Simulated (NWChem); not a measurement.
CHCl2F; SMILES FC(Cl)Cl

Results from NWChem. Pople sets run with spherical d functions. Each level has its own optimisation. Entropies are gas-phase, rigid-rotor, harmonic values for NWChem's default masses at 298.15 K and 1 bar, so the errors hold that model's part too (torsions, anharmonicity).

Measured entropy at 1 bar: 70.1 cal/(mol K) (CRC Handbook, as tabulated in the package chemicals).

| level | entropy at 1 bar (cal/(mol K)) | computed − measured |
|---|---|---|
| Hartree-Fock/STO-3G | (withheld) | (withheld) |
| Hartree-Fock/3-21G | 70.4 | +0.3 |
| Hartree-Fock/6-31G* | (withheld) | (withheld) |
| B3LYP/6-31G* | 70.1 | 0.0 |
| LDA (Slater exchange, VWN5)/def2-SVP | 70.0 | -0.1 |
| PBE/def2-SVP | 70.3 | +0.2 |
| BLYP/def2-SVP | 70.5 | +0.4 |
| PBE0/def2-SVP | 69.8 | -0.3 |

**Question.** Fill in the missing entries.

**Answer.** 
- Hartree-Fock/6-31G*, entropy at 1 bar (cal/(mol K)): 69.3
- Hartree-Fock/6-31G*, computed − measured: -0.8
- Hartree-Fock/STO-3G, entropy at 1 bar (cal/(mol K)): 69.7
- Hartree-Fock/STO-3G, computed − measured: -0.4
